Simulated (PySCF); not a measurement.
**Predicted spectroscopic data**

Level of theory: shielding tensors at PBE0/pcSseg-1 (GIAO), coordinates at the GFN2-xTB level, in PySCF 2.14.0 with density-fitted response routines (non-relativistic, one conformer, one averaged value for each set of equivalent atoms, no solvent model).

Scale: $^{1}$H and $^{13}$C against TMS (reference shieldings calculated alike). Splittings of carbon signals by F and P are missing where no couplings were computed. Where no couplings were computed, multiplicities follow the n + 1 count of equivalent neighbours, and m marks all less simple cases (inequivalent or close neighbours, rings, F or P nearby). Acid and N–H amide carbonyl carbons lie up to 10 ppm further downfield in solution (hydrogen bonding). Shifts are as computed. Against solution values, carbons near 30 ppm lie about +3 ppm off and those near 130 ppm about +5 ppm. Of 1211 compounds with measured shifts, 218 miss one by over three times the rms of a fit or turn the order of signals round; such compounds aren't used in these exercises. OH and NH positions are gas-phase values without hydrogen bonding to other molecules.

**1.** SMILES CC(=O)OC(C)(C)C, C6H12O2. $^{1}$H NMR (400 MHz, computed): δ 2.06 (s, 3H), 1.52 (s, 9H). $^{13}$C{$^{1}$H} NMR (computed): δ 176.1, 80.6, 28.8, 25.0.

**2.** SMILES CC(C)[C@H](C)C(=O)O, C6H12O2. $^{1}$H NMR (400 MHz, computed): δ 6.03 (br s, 1H), 2.62 (m, 1H), 1.69 (m, 1H), 1.29 (d, 3H), 1.13 (d, 3H), 1.05 (d, 3H). $^{13}$C{$^{1}$H} NMR (computed): δ 181.0 (C), 46.2 (CH), 36.4 (CH), 24.9 (CH3), 19.0 (CH3), 16.2 (CH3).

**3.** `C#C[SiH2][C@H](C)/C(C#N)=C/F`, C7H8FNSi. $^{1}$H NMR (400 MHz, computed): δ 7.32 (m, 1H), 4.51 (m, 1H), 4.31 (m, 1H), 2.01 (m, 1H), 1.66 (m, 1H), 1.43 (d, 3H). $^{13}$C{$^{1}$H} NMR (computed): δ 169.1 (CH), 117.8 (C), 106.9 (CH), 106.4 (C), 85.6 (C), 24.6 (CH), 16.8 (CH3).
